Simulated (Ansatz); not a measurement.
CH$_{5}$AsOSi, SMILES `C1O[SiH2][AsH]1` at its PBE0-D4/def2-TZVP geometry, where that method's forces vanish. Total charge 0; spin multiplicity 1.

```xyz
9

C     0.3954    1.1165    0.2878
O    -0.1880    0.7023   -0.9465
Si   -0.7649   -0.8177   -0.5880
As    0.2523   -0.5005    1.5151
H    -0.1709    1.9462    0.7174
H     1.4334    1.4190    0.1436
H    -0.2455   -1.8672   -1.5032
H    -2.2516   -0.8761   -0.6101
H     1.5399   -1.1225    0.9839
```

(1) What forces (eV/Å) does r2SCAN-D4/def2-TZVPP give on these atoms in the Gaussian-basis code of Ansatz? (Best estimate.)

Results:

(1) Computed: 
```
C1   0.132  0.186  0.177
O2  -0.106 -0.012 -0.326
Si3 -0.028 -0.058 -0.017
As4  0.033 -0.129  0.171
H5  -0.006 -0.008  0.000
H6  -0.002 -0.005 -0.001
H7  -0.017  0.012  0.004
H8   0.018 -0.002 -0.005
H9  -0.025  0.016 -0.003
```
